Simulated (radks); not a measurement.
Q: Method: scalar-relativistic Kohn-Sham, LB94 model potential, spin-polarised, spherical densities, finite nucleus; open shells are filled with parallel spins first; Fermi nuclear charge, rms radius of each element as measured or else 0.836 A^(1/3) + 0.57 fm; computed with a radial shooting solver on a logarithmic mesh with Libxc functionals. Response by self-consistent Sternheimer equations with the Hartree and adiabatic LDA kernel, the relativistic mass of each level held fixed and spin-orbit coupling left out. For heavy and open-shell atoms this level of theory can miss by tens of per cent. Rank Mn4+, Ti+, Co6+, V2+, Cu8+, Fe5+, Cr3+, Ni7+, Sc (NIST ground configurations) by static dipole polarisability, largest first.

A: Sc 96.58, Ti+ 36.97, V2+ 4.286, Cr3+ 2.115, Mn4+ 1.284, Fe5+ 0.8684, Co6+ 0.6266, Ni7+ 0.4720, Cu8+ 0.3667 bohr^3.
